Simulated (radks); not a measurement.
Exchange energies: the exact (Fock) value of the Kohn-Sham orbitals and density-functional approximations, in hartree. Species: Rb [Kr] 5s1; C2+ [He] 2s2. Calculated with a radial shooting solver on a logarithmic mesh with Libxc functionals: non-relativistic Kohn-Sham, exchange-only LDA, spin-polarised, spherical densities, point nucleus. Every spin shell is full or empty, so the densities are truly spherical. Functionals are evaluated on that one density, not self-consistently.

functional,Rb,C2+
exact,-97.6816,-4.27172
LDA,-92.350,-3.7238
B88,-97.753,-4.2656
SOGGA,-95.234,-4.0409
B86b,-97.751,-4.2685
TPSS,-97.571,-4.2934
revTPSS,-96.890,-4.2846
SCAN,-97.931,-4.2585
r2SCAN,-97.662,-4.2554
